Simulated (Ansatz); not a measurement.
CH6SSi2 can be A, `C1[SiH2][SiH2]S1`, or B, `S[SiH]1C[SiH2]1`.

Calculated with Ansatz (gas phase, PBE0-D4/def2-TZVP geometries, no zero-point term in ΔE). CCSD(T)/CBS is the MP2 limit (def2-TZVPP, def2-QZVPP) plus CCSD(T) − MP2 in def2-TZVPP, frozen cores. DFT in def2-TZVPP. B3LYP here is the variant with VWN-RPA as its local correlation; programs differ in this. Each species was taken in one conformer, which may not be the lowest.

A:

```xyz
10

C    -0.708    0.583    1.056
Si    0.741    0.812   -0.150
Si    0.141   -1.294   -0.916
S    -1.633   -0.756    0.194
H    -0.400    0.241    2.046
H    -1.356    1.453    1.172
H     0.420    1.870   -1.145
H     2.062    1.120    0.466
H     0.856   -2.480   -0.368
H    -0.124   -1.549   -2.356
```

B:

```xyz
10

S     0.522    1.548   -2.007
Si    0.775    0.556   -0.144
C    -0.144   -1.079    0.104
Si   -1.032    0.240    1.147
H     1.347    0.740   -2.698
H     2.155    0.601    0.394
H     0.383   -1.864    0.643
H    -0.691   -1.477   -0.748
H    -2.384    0.638    0.691
H    -0.931    0.096    2.618
```

(1) Which isomer does CCSD(T)/CBS put lower? Give the gap. (An estimate is asked.)

(2) Give E(B) − E(A) in kJ/mol with r2SCAN-D4, HF/def2-TZVPP, B3LYP-D4, MP2/def2-TZVPP, CCSD(T)/def2-SVP, PBE0-D4, B3LYP. (An estimate is asked.)

(3) Does the order hold for the free energy at 298.15 K (harmonic terms from PBE0-D4)? (Estimate.)

Largest T1 diagnostic: 0.013.

Results:

(1) The calculation gave: A, by 48.7 kJ/mol.

(2) Computed: r2SCAN-D4 38.3, HF/def2-TZVPP 56.3, B3LYP-D4 46.8, MP2/def2-TZVPP 47.4, CCSD(T)/def2-SVP 44.6, PBE0-D4 46.3, B3LYP 43.2. None reverses the order clearly.

(3) Ansatz gave: Yes: G(B) − G(A) = +41.2 kJ/mol, for one conformer each.

From PBE to PBE0 (25 % exact exchange), in def2-TZVPP and without D4, E(B) − E(A) moves by +4.5 kJ/mol. In def2-TZVPP, CCSD(T) changes the Hartree–Fock value by −9.3 kJ/mol (the triples alone add −0.6 kJ/mol) and MP2 by −8.9 kJ/mol.
